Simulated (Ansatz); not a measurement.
C2H6In (SMILES [CH3][In+][CH3]), charge +1, singlet, at a GFN2-xTB geometry (such geometries of metal compounds can be far from the true shape) (all electrons, no relativity); SC-NEVPT2/STO-3G, CASSCF(6,6) (Ansatz, a quantum-chemistry and plane-wave program).

The Ansatz input:
Ansatz 0.2 input:
```yaml
crystal:
  periodic: [false, false, false]
  atoms:
    - {symbol: In, position_ang: [-0.00000000, -0.00000000, -0.00000000]}
    - {symbol: C, position_ang: [1.76593102, 0.27740131, -1.43367976]}
    - {symbol: H, position_ang: [2.42634081, -0.57884341, -1.29148101]}
    - {symbol: H, position_ang: [2.25042039, 1.21569926, -1.16094617]}
    - {symbol: H, position_ang: [1.35235215, 0.31022755, -2.44233805]}
    - {symbol: C, position_ang: [-1.76593102, -0.27740131, 1.43367976]}
    - {symbol: H, position_ang: [-2.25042039, -1.21569926, 1.16094617]}
    - {symbol: H, position_ang: [-2.42634081, 0.57884341, 1.29148101]}
    - {symbol: H, position_ang: [-1.35235215, -0.31022755, 2.44233805]}
basis:
  gaussian:
    orbitals: STO-3G
total_charge: 1
magnetization: {spin_polarized: false}
correlation: {method: sc_nevpt2, electrons: all, active_space: {window: {electrons: 6, orbitals: 6}}}
```

The log (banner, timings and long lists left out):

```
Functional definition: HF
577 factors; integrals over basis functions are off by at most 1.5e-4 eV
mean field evaluation 1: about -156764.3718 eV, gradient 1.6e1 eV
mean field evaluation 2: about -156764.4487 eV, gradient 1.6e1 eV
mean field evaluation 4: about -156765.5420 eV, gradient 1.2e0 eV
mean field evaluation 8: about -156765.5495 eV, gradient 1.4e-6 eV
mean field -156765.54950343 eV, -5761.0276847452 hartree, gradient 7.7e-7 eV, S^2 0.000000; 0 other end points of the search recorded, 0 dependent functions left out
reference -156765.54950343 eV, -5761.0276847452 hartree; 33, 33 occupied and 10, 10 virtual orbitals, 577 factors
state -156767.08817285 eV, -5761.0842298033 hartree
state -156767.08817285 eV, -5761.0842298033 hartree; corrected -156769.67491708 eV, -5761.1792909005 hartree
Total energy: -156769.67491708 eV, -5761.1792909005 hartree
```
